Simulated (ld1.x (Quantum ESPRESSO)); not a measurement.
# Which change was made? (Ni, TM semilocal)

```json
{"Element": "nickel (Ni)", "Generator": "ld1.x (Quantum ESPRESSO) 7.5", "Type": "norm-conserving Troullier–Martins (semilocal form)", "Functional": "PBE", "Relativity": "scalar-relativistic", "Frozen core": "[Ne]", "Valence charge": "18", "Reference configuration": "3s2 3p6 3d8 4s0 4p0 (charge +2)", "Partial waves": "3s (bound): rc 1.25 bohr; 3d (bound): rc 1.05 bohr; 3p (bound): rc 1.25 bohr", "Local potential": "the p channel", "Core correction": "none"}
```

Cutoffs, loose and tight: the cutoffs (Ry, on a coarse ladder) from which the occupation-weighted sum of valence levels, in a spherical-Bessel basis at the reference potential, stays within 10 and 1 mRy of its value at 400 Ry. They do not see the model core or the augmentation charge, which bear on the density cutoff. Test errors are all-electron minus pseudo excitation energies from the reference, over the configurations 3s2 3p6 3d8 4s2 4p0; 3s2 3p6 3d8 4s1 4p0; 3s2 3p6 3d7 4s0 4p0; 3s2 3p5 3d8 4s2 4p0; 3s2 3p6 3d6 4s0 4p0; 3s2 3p6 3d7 4s2 4p0; 3s2 3p6 3d7 4s2 4p1; variants that change the core or the reference have their own tests.

The base gives: outcome: generated; cutoff, loose: 200 Ry; cutoff, tight: 300 Ry; bound ghosts: none; largest test error (meV): +3638.

Task: After one change the result is: outcome: generated; cutoff, loose: 200 Ry; cutoff, tight: 300 Ry; bound ghosts: none; largest test error (meV): +2587. Which change was it?
A. wave 3s (bound): rc 1.25 bohr becomes 3s (bound): rc 1.72 bohr
B. wave 3s (bound): rc 1.25 bohr becomes 3s (bound): rc 0.82 bohr
C. wave 3s (bound): rc 1.25 bohr becomes 3s (bound): rc 1.14 bohr
D. wave 3s (bound): rc 1.25 bohr becomes 3s (bound): rc 1.38 bohr
E. wave 3s (bound): rc 1.25 bohr becomes 3s (bound): rc 0.94 bohr

Result: C. The others give: wave 3s (bound): rc 1.25 bohr becomes 3s (bound): rc 0.82 bohr → outcome: generated; cutoff, loose: 230 Ry; cutoff, tight: over 300 Ry; bound ghosts: none; largest test error (meV): +310 | wave 3s (bound): rc 1.25 bohr becomes 3s (bound): rc 1.38 bohr → outcome: generated; cutoff, loose: 200 Ry; cutoff, tight: 300 Ry; bound ghosts: none; largest test error (meV): +5218 | wave 3s (bound): rc 1.25 bohr becomes 3s (bound): rc 0.94 bohr → outcome: generated; cutoff, loose: 200 Ry; cutoff, tight: over 300 Ry; bound ghosts: none; largest test error (meV): +812 | wave 3s (bound): rc 1.25 bohr becomes 3s (bound): rc 1.72 bohr → outcome: generated; cutoff, loose: 200 Ry; cutoff, tight: 300 Ry; bound ghosts: none; largest test error (meV): +7550.
